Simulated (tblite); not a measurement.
Species: C5H13N3Si.
Atom-mapped SMILES: `[CH3:1]/[N:2]=[CH:3]\[C@@H:4]1[CH2:5][CH2:6][Si:7]1([NH2:8])[NH2:9]` (hydrogens: H10, H11, H12 on C1; H13 on C3; H14 on C4; H15, H16 on C5; H17, H18 on C6; H19, H20 on N8; H21, H22 on N9)

Computed geometry: GFN2-xTB, gas phase.

Q: What internal coordinates does the optimisation give?

A: 
```json
{"bond": "C1–N2", "length (Å)": "1.437", "order": "single"}
{"bond": "N2=C3", "length (Å)": "1.263", "order": "double"}
{"bond": "C3–C4", "length (Å)": "1.474", "order": "single"}
{"bond": "C4–C5", "length (Å)": "1.539", "order": "single"}
{"bond": "C5–C6", "length (Å)": "1.545", "order": "single"}
{"bond": "C6–Si7", "length (Å)": "1.919", "order": "single"}
{"bond": "Si7–N8", "length (Å)": "1.720", "order": "single"}
{"bond": "Si7–N9", "length (Å)": "1.722", "order": "single"}
{"bond": "C4–Si7", "length (Å)": "1.930", "order": "single"}
{"bond": "C1–H10, C1–H11, C1–H12", "length (Å)": "1.093", "order": "single"}
{"bond": "C3–H13", "length (Å)": "1.088", "order": "single"}
{"bond": "C4–H14", "length (Å)": "1.091", "order": "single"}
{"bond": "C5–H15", "length (Å)": "1.089", "order": "single"}
{"bond": "C5–H16", "length (Å)": "1.090", "order": "single"}
{"bond": "C6–H17", "length (Å)": "1.089", "order": "single"}
{"bond": "C6–H18", "length (Å)": "1.088", "order": "single"}
{"bond": "N8–H19, N8–H20", "length (Å)": "1.006", "order": "single"}
{"bond": "N9–H21, N9–H22", "length (Å)": "1.005", "order": "single"}
```

Bonds in one row agree within 0.01 Å and their mean is given. Orders are formal, as drawn. A selection of angles:
```json
{"angle": "C1–N2–C3", "degrees": "119.4"}
{"angle": "N2–C3–C4", "degrees": "128.1"}
{"angle": "C3–C4–C5", "degrees": "116.0"}
{"angle": "C3–C4–Si7", "degrees": "114.0"}
{"angle": "C5–C4–Si7", "degrees": "91.1"}
{"angle": "C4–C5–C6", "degrees": "101.1"}
{"angle": "C5–C6–Si7", "degrees": "91.3"}
{"angle": "C6–Si7–N8", "degrees": "123.6"}
{"angle": "C6–Si7–N9", "degrees": "119.0"}
{"angle": "N8–Si7–N9", "degrees": "105.6"}
{"angle": "C4–Si7–C6", "degrees": "76.4"}
{"angle": "C4–Si7–N8", "degrees": "113.5"}
{"angle": "C4–Si7–N9", "degrees": "116.5"}
{"angle": "H19–N8–Si7", "degrees": "118.4"}
{"angle": "H20–N8–Si7", "degrees": "120.1"}
{"angle": "H21–N9–Si7", "degrees": "120.2"}
{"angle": "H22–N9–Si7", "degrees": "119.3"}
```

Dihedral angles: C1–N2–C3–C4 1° (synperiplanar); N2–C3–C4–C5 -176° (antiperiplanar); C3–C4–C5–C6 -116° (anticlinal); C4–C5–C6–Si7 -1° (synperiplanar); C5–C6–Si7–N8 110° (anticlinal); C3–C4–Si7–C6 118° (anticlinal).

The 4-membered ring C4–C5–C6–Si7 has internal angles of 76.4° to 101.1°; it is planar, 0.01 Å rms from its mean plane, widest ring torsion 1°. The C–C distances run from 1.474 Å (C3–C4, drawn single) to 1.545 Å (C5–C6, drawn single), a spread of 0.071 Å. Si7 (four-coordinate silicon) has angles from 76.4° to 123.6°. N9 (silicon-bound nitrogen) has angles 120.2°, 119.3° and 111.2°, sum 350.7°, 0.21 Å off the plane of its three neighbours. The 2 C–N bonds span 1.263 Å (N2=C3, drawn double) to 1.437 Å (C1–N2, drawn single), a spread of 0.174 Å. Of the pairs four or more bonds apart, Si7···H11 is among the closest relative to their van der Waals radii: 2.97 Å, 90 % of the sum of Bondi's values. N8 (silicon-bound nitrogen) has angles 120.1°, 118.4° and 110.8°, sum 349.2°, 0.22 Å off the plane of its three neighbours.

Point group: C1 (no symmetry element, even within 0.4 Å). Its GFN2-xTB frequencies are all real (lowest 20 cm⁻¹). One conformer, not necessarily the lowest (N2–C3–C4–C5 -176°, C6–Si7–N8–H -62° and 79°, C6–Si7–N9–H 22° and -122°). 2 starts were optimised and ended at 0.00 and 5.41 kcal/mol (GFN2-xTB); the lowest of these is shown.
